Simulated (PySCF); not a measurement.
Excitations are Tamm–Dancoff values on a coarser integration grid. The basis has no diffuse functions, so Rydberg states are missing or too high.

Cartesian coordinates (Å):
```xyz
7

Si    -0.9028    -0.0230     0.0203
B      1.1182    -0.0117    -0.0309
Cl     1.9735     1.5209     0.0130
Cl     2.0553    -1.4912    -0.1139
H     -1.4262     0.7879    -1.1244
H     -1.4603    -1.4069    -0.0562
H     -1.3576     0.6241     1.2921
```
Charge 0, multiplicity 1.

Give the dipole moment, LUMO, total energy, S1 oscillator strength, HOMO, brightest of the four lowest singlets (TDA), S1 excitation (TDA) and S1–T1 gap (TDA) at the level PBE-D3(BJ)/def2-TZVP run with PySCF 2.14.0.


```json
{
 "dipole_moment": "0.28 D",
 "LUMO": "-3.14 eV",
 "total_energy": "-1236.0887 Ha",
 "S1 oscillator strength": "0.006",
 "HOMO": "-7.15 eV",
 "brightest of the four lowest singlets (TDA)": "5.79 eV",
 "S1 excitation (TDA)": "4.35 eV",
 "S1–T1 gap (TDA)": "0.75 eV"
}
```
